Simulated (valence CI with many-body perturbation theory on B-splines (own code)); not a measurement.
A CI+MBPT run for Ce XXXVI

Computed by relativistic CI+MBPT: five valence electrons over a frozen Dirac-Fock core [Ar], a basis of 6 s, 6 p, 5 d, 5 f, 1 g functions for each j, with the one-electron correlation potential Σ1 (screened to all orders), the two-electron term Σ2, the three-electron term Σ3, Breit, model QED; selected single and double excitations, second order for the rest (own B-spline code, finite nucleus).

Command, and the settings that its task file holds:

```sh
python run_cv.py task.json out
```

```
atom Ce  Z=58  mass_number=140  rms_radius_fm=4.8771
core [Ar]
valence 3d5
avg = 1
basis = S
breit = 1
cap = 10000
capref = 1200
cscale = 1
de = 0.0
dress = 0
eps = 2e-08
h = 0.27
hh = 1
l2 = 3
lcore = 6
maxit = 2
n2 = 5
natural = 1
nlev = 20
nno = [3, 3, 3, 3, 1]
nroot = 26
nsp = [3, 3, 2, 2, 0]
pt2 = 1
qed = 1
rpa = 1
s1 = 1
s2 = 1
s3 = 1
screen = 1
tol = 2e-05
```

It took 63 s on 1 thread of Intel(R) Xeon(R) Processor @ 2.50GHz (Skylake/Cascade Lake), with other jobs on the host.

Log. The first blocks belong to the next ion, which gives the ionisation energy. Fields: 2J, parity (1 odd), roots, reference size, generating configurations, candidates as configurations/state functions, variational space P, stored matrix elements, Davidson steps; e2 is the range of second-order energies in hartree. The first line gives the box (bohr), its intervals, the orbitals and the steps of their self-consistent field. Window is the range of levels sought, series limit the energy at which the first omitted orbital would enter, core excitation an estimate of the first excitation out of the core, left out the lowest levels not solved, and shifts from estimates the range by which levels moved from their first estimate, all in cm⁻¹.

```
rmax 3.2 intervals 57 orbitals 40 references ['3d5', '3d4 4s', '3d4 4p'] scf 4 t 2.0
2J=0 par=0 roots 2 ref 17 generators 4 cand 1145/2051 P 545/1000 nnz 0 it 0
2J=0 par=0 roots 2 ref 17 generators 6 cand 1371/2876 P 1070/2003 nnz 0 it 2
   second order: generators 8 cand 1931/4675 e2 -0.00001 -0.00000
2J=2 par=0 roots 2 ref 36 generators 3 cand 1187/5370 P 195/994 nnz 0 it 0
2J=2 par=0 roots 2 ref 36 generators 4 cand 1785/9367 P 1055/4994 nnz 5.5e+06 it 2
   second order: generators 7 cand 1671/10975 e2 -0.00002 -0.00001
reference levels 556, estimated 32, window 445968 1/cm; series limit 12942573, core excitation 1775648
2J=5 par=0 roots 7 ref 81 generators 5 cand 1434/16563 P 242/3559 nnz 3.1e+06 it 2
2J=5 par=0 roots 7 ref 81 generators 5 cand 1375/15553 P 737/9985 nnz 2.2e+07 it 2
   second order: generators 6 cand 2047/44037 e2 -0.00221 -0.00090
2J=7 par=0 roots 5 ref 72 generators 3 cand 1422/16826 P 193/3582 nnz 3.4e+06 it 2
2J=7 par=0 roots 5 ref 72 generators 3 cand 1377/15803 P 658/9991 nnz 2.4e+07 it 2
   second order: generators 4 cand 2079/46140 e2 -0.00194 -0.00108
2J=3 par=0 roots 5 ref 67 generators 3 cand 1430/12879 P 267/3538 nnz 3.1e+06 it 2
2J=3 par=0 roots 5 ref 67 generators 3 cand 1354/11886 P 907/10000 nnz 2.2e+07 it 2
   second order: generators 5 cand 2967/62882 e2 -0.00060 -0.00047
2J=11 par=0 roots 3 ref 35 generators 3 cand 1203/10543 P 262/3521 nnz 3.2e+06 it 2
2J=11 par=0 roots 3 ref 35 generators 3 cand 1138/9540 P 951/9991 nnz 2.3e+07 it 2
   second order: generators 4 cand 1947/55655 e2 -0.00022 -0.00016
2J=9 par=0 roots 4 ref 56 generators 3 cand 1350/14462 P 220/3546 nnz 3.3e+06 it 2
2J=9 par=0 roots 4 ref 56 generators 3 cand 1292/13470 P 733/9991 nnz 2.3e+07 it 2
   second order: generators 3 cand 779/7025 e2 -0.00107 -0.00064
2J=1 par=0 roots 3 ref 39 generators 3 cand 1227/6111 P 501/3534 nnz 3e+06 it 2
2J=1 par=0 roots 3 ref 39 generators 3 cand 1058/5104 P 1420/8297 nnz 1.4e+07 it 2
   second order: generators 3 cand 139/341 e2 -0.00000 -0.00000
2J=13 par=0 roots 1 ref 18 generators 1 cand 874/6183 P 375/3519 nnz 3.7e+06 it 2
2J=13 par=0 roots 1 ref 18 generators 1 cand 741/5178 P 938/7757 nnz 1.5e+07 it 2
   second order: generators 1 cand 178/940 e2 -0.00000 -0.00000
left out: unestimated 646350, estimated 557638, shifts from estimates -488 to 285
operators 3.6
```

The Davidson iterations stopped at their limit. The settings are bad on purpose, so the numbers may not be properties of the ion.

The last digits are not significant, and no measured levels were compared; by estimate large intervals hold to a few tenths of a per cent, small ones and those within an open d or f shell to about a per cent. Among the levels kept, up to 320 cm⁻¹ of a level comes from second order outside the variational space, and about a tenth of that is noise between levels of different J, which matters for small intervals. Only levels of the ground parity were solved; by the run's estimate the other parity begins above the list, which can be wrong where configurations are misplaced.

| Property | Result |
| --- | --- |
| Valence energy | -477.503 hartree |
| Ionisation energy | 2378.3 eV (NIST: 2378 ± 5 eV (theoretical)) |
| Reference configurations for the orbitals | 3d5, 3d4 4s, 3d4 4p |
| Radial orbitals | 40 |
| Box radius | 3.184 bohr |
| Largest variational space | 10000 |
| Lowest levels | (3d3/2^4 3d5/2) J=5/2 0, (3d3/2^3 3d5/2^2) J=5/2 [a] 119160, (3d3/2^3 3d5/2^2) J=7/2 [a] 189500, (3d3/2^3 3d5/2^2) J=3/2 [a] 195830, (3d3/2^3 3d5/2^2) J=11/2 199280, (3d3/2^3 3d5/2^2) J=9/2 222000, (3d3/2^3 3d5/2^2) J=5/2 [b] 231510, (3d3/2^3 3d5/2^2) J=1/2 241270, (3d3/2^3 3d5/2^2) J=7/2 [b] 270750, (3d3/2^2 3d5/2^3) J=5/2 [a] 304630, (3d3/2^3 3d5/2^2) J=3/2 [b] 330360, (3d3/2^2 3d5/2^3) J=7/2 [a] 338710, (3d3/2^2 3d5/2^3) J=11/2 345140, (3d3/2^2 3d5/2^3) J=9/2 [a] 359160 cm⁻¹ |

Levels are named by their leading jj configuration (3d3/2^4 stands for four electrons in 3d with j = 3/2), which in mixed levels can hold well under half, so a name can repeat and another be missing. Letters in brackets count levels of one name in rising energy.
